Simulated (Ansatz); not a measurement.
`N[CH2][Al]([OH])[OH]`, relaxed with RKS PBE-D4/def2-SVP in Ansatz from a rough embedded geometry. The force threshold is 0.03 eV/Å; the program also tests the step.

Charge 0, multiplicity 1.

Start:

```xyz
11

N     0.321   -0.290    1.829
C    -0.611   -0.366    0.715
Al    0.307    0.280   -0.913
O     0.620   -0.795   -2.367
O     0.984    2.008   -0.996
H     1.013   -1.002    1.788
H    -0.262   -0.528    2.715
H    -0.911   -1.382    0.561
H    -1.472    0.262    0.907
H    -0.234   -0.698   -2.898
H     0.245    2.511   -1.339
```

Task: By how much does the energy fall, and how many steps does the optimiser take? (Best estimate.)

Result: Ansatz gave: 23.13 kcal/mol, in 22 steps, 3 of them rejected.

Task: Which bonds change most? (Estimate.)

Result: Computed: Al3–O5 from 1.857 to 1.723 Å; Al3–O4 from 1.835 to 1.718 Å; N1–H7 from 1.087 to 1.030 Å; C2–H8 from 1.071 to 1.119 Å.

Task: Give the relaxed structure. (Estimate.)

Result: Ansatz gave: 
```xyz
11

N     0.102    0.232    1.631
C    -0.544   -0.546    0.552
Al    0.180    0.220   -1.127
O     0.048   -0.373   -2.734
O     1.039    1.696   -0.900
H     1.070   -0.089    1.759
H    -0.359    0.065    2.536
H    -0.513   -1.659    0.659
H    -1.629   -0.288    0.537
H    -0.377   -1.216   -2.952
H     0.982    1.956    0.041
```
